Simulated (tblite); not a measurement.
Compound: C₃H₈B₂F₃N.
Atom-mapped SMILES: `[BH2:1][NH:2][BH:3][CH2:4][CH2:5][C:6]([F:7])([F:8])[F:9]` (hydrogens: H10, H11 on B1; H12 on N2; H13 on B3; H14, H15 on C4; H16, H17 on C5)

Computed with GFN2-xTB (tblite), gas phase: L-BFGS steps from a force-field or distance-geometry start until the largest atomic force falls under 0.01 eV/Å.

Step 19: E = -820.2376 eV
```
atom  x, y, z in Å  |  force x, y, z in eV/Å
B1      3.1840    0.7393    0.0260    0.234  -0.439  -0.274
N2      2.0879   -0.0486    0.4126   -0.262   0.256  -0.112
B3      1.2415   -0.7021   -0.5159   -0.282   0.002  -0.026
C4     -0.2672   -0.1061   -0.5031    0.365   0.021  -0.131
C5     -1.4401   -0.7639    0.2234    0.514  -0.139  -0.153
C6     -2.6071    0.1848    0.3131    0.016  -0.182   0.038
F7     -3.0792    0.5997   -0.8721    0.008  -0.116   0.096
F8     -2.3396    1.2878    1.0190    0.084   0.214   0.080
F9     -3.6016   -0.4383    0.9563   -0.593   0.064   0.055
H10     3.7637    0.4198   -0.9374    0.048  -0.008  -0.039
H11     3.4816    1.7024    0.5998    0.035   0.104   0.312
H12     1.5476    0.2960    1.1923    0.163   0.238   0.329
H13     1.6957   -1.4246   -1.3147   -0.159   0.031  -0.015
H14    -0.1375    0.8742   -0.0358   -0.187   0.156  -0.089
H15    -0.5653    0.0793   -1.5390   -0.030  -0.061   0.024
H16    -1.1752   -1.0307    1.2485    0.018   0.004   0.020
H17    -1.7965   -1.6570   -0.2827    0.030  -0.143  -0.115
```

Step 20: E = -820.2530 eV
```
atom  x, y, z in Å  |  force x, y, z in eV/Å
B1      3.2144    0.7369    0.0221    0.418   0.124   0.329
N2      2.0647    0.0094    0.3962    0.038   0.394  -0.059
B3      1.2291   -0.6859   -0.5189    0.045   0.102   0.063
C4     -0.2858   -0.1240   -0.5057    0.385   0.182  -0.231
C5     -1.4526   -0.7708    0.2229    0.305  -0.278  -0.126
C6     -2.6226    0.1670    0.3065   -0.108   0.090   0.295
F7     -3.1002    0.6043   -0.8663    0.023  -0.229   0.029
F8     -2.3494    1.2632    1.0204    0.129   0.379   0.155
F9     -3.6214   -0.4423    0.9624   -0.492  -0.014  -0.077
H10     3.7521    0.4057   -0.9649    0.027   0.069   0.049
H11     3.6478    1.6678    0.6692   -0.465  -0.761  -0.331
H12     1.5546    0.3620    1.1992    0.182   0.110   0.045
H13     1.7387   -1.3945   -1.3154   -0.386   0.165   0.170
H14    -0.1801    0.8736   -0.0682   -0.105   0.111  -0.044
H15    -0.5805    0.0369   -1.5420   -0.083  -0.053  -0.151
H16    -1.1921   -1.0413    1.2441    0.050   0.025   0.157
H17    -1.8239   -1.6560   -0.2714    0.037  -0.415  -0.271
```

Step 21: E = -820.2905 eV
```
atom  x, y, z in Å  |  force x, y, z in eV/Å
B1      3.2112    0.7338    0.0266    0.121  -0.166   0.045
N2      2.0680   -0.0030    0.3990    0.044   0.278  -0.068
B3      1.2306   -0.6905   -0.5195    0.051   0.129   0.110
C4     -0.2717   -0.1163   -0.5075    0.118   0.126  -0.131
C5     -1.4385   -0.7709    0.2204    0.061  -0.178  -0.050
C6     -2.6164    0.1695    0.3106   -0.062   0.059   0.242
F7     -3.0914    0.6002   -0.8657    0.027  -0.197   0.026
F8     -2.3454    1.2742    1.0202    0.101   0.174   0.083
F9     -3.6245   -0.4375    0.9609   -0.296   0.037  -0.097
H10     3.7571    0.4119   -0.9554    0.064   0.010  -0.010
H11     3.5809    1.6726    0.6426   -0.151  -0.321   0.013
H12     1.5568    0.3421    1.2032    0.157   0.149   0.068
H13     1.7171   -1.4052   -1.3147   -0.263   0.090   0.079
H14    -0.1684    0.8755   -0.0588   -0.089   0.144  -0.052
H15    -0.5751    0.0514   -1.5399   -0.058  -0.044  -0.161
H16    -1.1854   -1.0373    1.2456    0.089  -0.006   0.102
H17    -1.8120   -1.6583   -0.2774    0.087  -0.285  -0.198
```

Q: Estimate the geometry and energy of step 22. (The exact step hangs on the optimiser's Hessian estimate; all steps are aligned on step 21, rigid shifts and turns removed.)

A: E = -820.3141 eV, largest force 0.289 eV/Å
```
atom  x, y, z in Å  |  force x, y, z in eV/Å
B1      3.2182    0.7291    0.0287    0.031  -0.209  -0.017
N2      2.0654    0.0097    0.3955    0.018   0.170   0.046
B3      1.2272   -0.6829   -0.5179    0.104   0.167   0.128
C4     -0.2681   -0.1120   -0.5117   -0.142   0.125  -0.052
C5     -1.4315   -0.7767    0.2174   -0.151  -0.108   0.041
C6     -2.6151    0.1656    0.3133   -0.057   0.078   0.200
F7     -3.0892    0.5960   -0.8639    0.043  -0.189   0.026
F8     -2.3398    1.2756    1.0196    0.061   0.023   0.044
F9     -3.6335   -0.4354    0.9590   -0.116   0.076  -0.114
H10     3.7586    0.4153   -0.9534    0.107  -0.052  -0.108
H11     3.5874    1.6576    0.6401   -0.055  -0.127   0.158
H12     1.5641    0.3455    1.2120    0.158   0.154  -0.027
H13     1.7070   -1.4018   -1.3082   -0.206   0.045   0.026
H14    -0.1812    0.8827   -0.0642   -0.046   0.111  -0.066
H15    -0.5827    0.0480   -1.5415   -0.017  -0.034  -0.184
H16    -1.1849   -1.0385    1.2466    0.127  -0.029   0.051
H17    -1.8089   -1.6656   -0.2810    0.141  -0.201  -0.152
```

The energy changes by -0.0236 eV. The first-order estimate −F·Δx gives -0.0306 eV and the mean of the old and new forces, exact on a quadratic surface, -0.0235 eV. The step makes an angle of 40° with the force vector and moves no atom by more than 0.017 Å.

What follows is the cost of the whole relaxation. Hardware: Intel Xeon at 2.50 GHz, one thread (shared host). Cost: 2.6 s of wall time.
